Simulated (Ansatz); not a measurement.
Species: [Hf(H)4] (charge 0, multiplicity 1).

Task: Give a relaxed geometry from r2SCAN-D4/def2-SVP in Ansatz (a quantum-chemistry and plane-wave program).

Result: the end point of this relaxation.
Z-matrix (Å, degrees):
```
Hf
H 1 1.8469
H 1 1.8469 2 109.47
H 1 1.8469 2 109.47 3 -120.00
H 1 1.8469 2 109.47 3 120.00
```
